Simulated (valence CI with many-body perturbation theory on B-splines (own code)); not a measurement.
# E1 transitions of Re⁴⁺

Calculated by relativistic CI+MBPT: three valence electrons over a frozen Dirac-Fock core [Xe] 4f14, a basis of 7 s, 7 p, 8 d, 6 f, 4 g, 1 h functions for each j, with the one-electron correlation potential Σ1, the two-electron term Σ2, the three-electron term Σ3, Breit, model QED; selected CI, second order for the rest, scaled by the run's own slope (own B-spline code, finite nucleus).

Set against measurement, 69 paired levels are off by 1213 cm⁻¹ on average, the worst by 2255. These come from a selection out of Brasseur, Gamrath and Quinet, At. Data Nucl. Data Tables 157, 101636 (2024). Levels without a partner in it may be off by more, other configurations by 1,000 to 8,000 cm⁻¹. The list stops below the first excitations out of the core.

Lines 1 to 50 of 600 in falling wavelength, among levels below 255440 cm⁻¹, chosen from the strongest by gf and those to the six lowest levels. Wavelengths and rates use the calculated energies, so an error of 1000 cm⁻¹ moves a line at 1869 Å by 1.9 % and its rate by three times that or more. Electric multipoles are in the length gauge, E1 and E2 with the static RPA response of the core. Weak lines are less certain than strong ones. Lines between different terms over intervals too small for the method are left out, as are lines whose strength nearly cancels. Where a level lies close to another of its J and parity, the split of strength between their lines is uncertain. The highest levels of a list are the least certain.

Levels are named by their leading jj configuration (3d3/2^4 stands for four electrons in 3d with j = 3/2), which in mixed levels can hold well under half, so a name can repeat and another be missing. Letters in brackets count levels of one name in rising energy.

```
λ vac (Å)  λ from measured levels                          Upper                          Lower   A (s⁻¹)  S (a.u.)
    11330                              (5d3/2 5d5/2 5f7/2) J=7/2  (5d3/2 5d5/2 6d5/2) J=7/2 [a]  1.30e+06  7.46e+00
    10790                             (5d3/2 5d5/2 5f7/2) J=13/2     (5d3/2 5d5/2 6d5/2) J=11/2  5.34e+06  4.64e+01
    10360                             (5d3/2 5d5/2 5f7/2) J=11/2     (5d3/2 5d5/2 6d5/2) J=11/2  1.05e+06  6.94e+00
     9725                                 (5d3/2^2 5f7/2) J=11/2          (5d3/2^2 6d5/2) J=9/2  7.43e+06  4.05e+01
     9169                             (5d3/2 5d5/2 5f7/2) J=11/2      (5d3/2 5d5/2 6d3/2) J=9/2  5.48e+06  2.50e+01
     9079                                  (5d3/2^2 5f7/2) J=9/2          (5d3/2^2 6d5/2) J=7/2  6.76e+06  2.49e+01
     8862                                  (5d3/2^2 5f5/2) J=7/2          (5d3/2^2 6d3/2) J=5/2  6.88e+06  1.89e+01
     8854                                  (5d3/2^2 5f7/2) J=7/2          (5d3/2^2 6d5/2) J=5/2  7.10e+06  1.94e+01
     8740                                  (5d3/2^2 5f5/2) J=9/2          (5d3/2^2 6d3/2) J=7/2  9.44e+06  3.11e+01
     8552                              (5d3/2 5d5/2 5f7/2) J=7/2  (5d3/2 5d5/2 6d5/2) J=5/2 [a]  5.88e+06  1.45e+01
     8372                             (5d3/2 5d5/2 5f5/2) J=11/2  (5d3/2 5d5/2 6d5/2) J=9/2 [a]  8.96e+06  3.11e+01
     8111                                  (5d3/2^2 5f7/2) J=3/2          (5d3/2^2 6d5/2) J=1/2  6.54e+06  6.89e+00
     8003                              (5d3/2 5d5/2 5f5/2) J=9/2  (5d3/2 5d5/2 6d3/2) J=7/2 [a]  8.49e+06  2.15e+01
     7746                                  (5d3/2^2 5f7/2) J=5/2          (5d3/2^2 6d5/2) J=3/2  9.18e+06  1.26e+01
     7291                                  (5d3/2^2 5f5/2) J=5/2      (5d3/2^2 6d3/2) J=3/2 [a]  9.77e+06  1.12e+01
     7049                                  (5d3/2^2 5f5/2) J=3/2      (5d3/2^2 6d3/2) J=3/2 [a]  1.00e+07  6.93e+00
     6982                             (5d3/2 5d5/2 5f5/2) J=11/2      (5d3/2 5d5/2 6d3/2) J=9/2  3.11e+06  6.26e+00
     4744                                  (5d3/2^2 5f5/2) J=5/2          (5d3/2^2 6d3/2) J=5/2  1.58e+07  5.00e+00
     1869                    1835  (5d3/2 5d5/2 6p3/2) J=5/2 [a]             (5d5/2^2 6s) J=3/2  6.93e+07  1.34e+00
     1766                    1752      (5d3/2 5d5/2 6p1/2) J=9/2     (5d3/2 5d5/2 6s) J=7/2 [b]  1.41e+08  3.83e+00
     1758                    1730          (5d5/2^2 6p1/2) J=5/2             (5d5/2^2 6s) J=3/2  1.02e+08  1.64e+00
     1754                    1732          (5d3/2^2 6p3/2) J=5/2     (5d3/2 5d5/2 6s) J=3/2 [b]  7.09e+07  1.13e+00
     1740                    1727  (5d3/2 5d5/2 6p1/2) J=7/2 [a]     (5d3/2 5d5/2 6s) J=5/2 [a]  9.43e+07  1.96e+00
     1725                    1708  (5d3/2 5d5/2 6p1/2) J=7/2 [b]     (5d3/2 5d5/2 6s) J=7/2 [b]  1.48e+08  3.00e+00
     1697                    1678  (5d3/2 5d5/2 6p3/2) J=7/2 [a]             (5d5/2^2 6s) J=7/2  8.29e+07  1.60e+00
     1695                    1679  (5d3/2 5d5/2 6p1/2) J=5/2 [a]     (5d3/2 5d5/2 6s) J=5/2 [a]  1.36e+08  1.97e+00
     1688                    1670  (5d3/2 5d5/2 6p3/2) J=9/2 [a]         (5d3/2 5d5/2 6s) J=9/2  8.18e+07  1.94e+00
     1667                    1665          (5d3/2^2 6p1/2) J=5/2             (5d3/2^2 6s) J=5/2  1.99e+08  2.73e+00
     1651                    1632  (5d3/2 5d5/2 6p3/2) J=7/2 [a]         (5d3/2 5d5/2 6s) J=9/2  7.67e+07  1.36e+00
     1626                    1618  (5d3/2 5d5/2 6p1/2) J=3/2 [a]     (5d3/2 5d5/2 6s) J=5/2 [b]  3.49e+08  2.97e+00
     1626                    1616  (5d3/2 5d5/2 6p3/2) J=7/2 [b]             (5d5/2^2 6s) J=7/2  1.78e+08  3.03e+00
     1606                    1592          (5d3/2^2 6p1/2) J=1/2             (5d3/2^2 6s) J=1/2  4.63e+08  1.89e+00
     1604                    1593          (5d5/2^2 6p1/2) J=9/2             (5d5/2^2 6s) J=7/2  1.84e+08  3.75e+00
     1596                    1594          (5d3/2^2 6p1/2) J=5/2             (5d3/2^2 6s) J=3/2  4.09e+08  4.92e+00
     1584                    1572  (5d3/2 5d5/2 6p3/2) J=7/2 [b]         (5d3/2 5d5/2 6s) J=9/2  1.71e+08  2.69e+00
     1575                    1563          (5d5/2^2 6p1/2) J=3/2             (5d5/2^2 6s) J=5/2  3.53e+08  2.72e+00
     1572                    1557  (5d3/2 5d5/2 6p3/2) J=3/2 [a]             (5d5/2^2 6s) J=5/2  1.73e+08  1.32e+00
     1565                    1562  (5d3/2 5d5/2 6p1/2) J=7/2 [a]     (5d3/2 5d5/2 6s) J=7/2 [a]  3.02e+08  4.57e+00
     1564                    1551          (5d5/2^2 6p1/2) J=9/2         (5d3/2 5d5/2 6s) J=9/2  3.09e+08  5.83e+00
     1551                    1535          (5d5/2^2 6p1/2) J=5/2             (5d5/2^2 6s) J=5/2  2.05e+08  2.26e+00
     1545                    1537          (5d3/2^2 6p1/2) J=3/2             (5d3/2^2 6s) J=5/2  4.53e+08  3.29e+00
     1541                    1524  (5d3/2 5d5/2 6p1/2) J=5/2 [b]     (5d3/2 5d5/2 6s) J=5/2 [b]  2.27e+08  2.46e+00
     1535                    1527          (5d3/2^2 6p3/2) J=5/2     (5d3/2 5d5/2 6s) J=5/2 [a]  1.21e+08  1.29e+00
     1533                    1522  (5d3/2 5d5/2 6p3/2) J=9/2 [a]     (5d3/2 5d5/2 6s) J=7/2 [b]  5.76e+07  1.02e+00
     1529                    1523  (5d3/2 5d5/2 6p1/2) J=5/2 [a]     (5d3/2 5d5/2 6s) J=7/2 [a]  4.37e+08  4.63e+00
     1523                    1504  (5d3/2 5d5/2 6p1/2) J=5/2 [b]     (5d3/2 5d5/2 6s) J=3/2 [a]  1.32e+08  1.38e+00
     1520                    1517      (5d3/2 5d5/2 6p1/2) J=9/2             (5d5/2^2 6s) J=9/2  4.25e+08  7.36e+00
     1506                    1495  (5d3/2 5d5/2 6p1/2) J=3/2 [b]     (5d3/2 5d5/2 6s) J=3/2 [a]  3.32e+08  2.24e+00
     1502                    1490  (5d3/2 5d5/2 6p3/2) J=7/2 [a]     (5d3/2 5d5/2 6s) J=7/2 [b]  1.68e+08  2.25e+00
     1490                    1484  (5d3/2 5d5/2 6p1/2) J=7/2 [b]             (5d5/2^2 6s) J=9/2  4.73e+08  6.17e+00
```
